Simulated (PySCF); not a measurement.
## MSe2+ across group 15

Level: PBE0, basis family def2-TZVP, scalar-relativistic core potentials from Rb on and no relativity for lighter atoms.

Each entry is the lowest minimum that a search over a few typed start shapes (and spin states, where more than one is plausible) found, or that minimum re-optimised at the stated level; isomers with ligand–ligand bonds, or fragments after loss of a ligand pair, can lie lower. Open shells are unrestricted; no spin–orbit coupling; PySCF with density fitting.

```json
{"molecule": "PSe₂⁺", "2S+1": "1", "point group": "D∞h", "mean bond to the central atom (Å)": "1.979", "lowest ω (cm⁻¹)": "144", "highest ω (cm⁻¹)": "814"}
{"molecule": "SbSe₂⁺", "2S+1": "1", "point group": "D∞h", "mean bond to the central atom (Å)": "2.271", "lowest ω (cm⁻¹)": "59", "highest ω (cm⁻¹)": "422"}
{"molecule": "BiSe₂⁺", "2S+1": "1", "point group": "D∞h", "mean bond to the central atom (Å)": "2.354", "lowest ω (cm⁻¹)": "41", "highest ω (cm⁻¹)": "341"}
```

The bond lengthens at every step; the largest change, 0.292 Å, falls between PSe₂⁺ and SbSe₂⁺ among the members listed.

Spin–orbit coupling can matter for BiSe₂⁺.

The shape of BiSe₂⁺ rests on a mode under 45 cm⁻¹ and is not firmly settled.

Left out of the table are members whose search was unfinished or whose lowest solution was spin-contaminated, unstable, very soft or bonded differently.
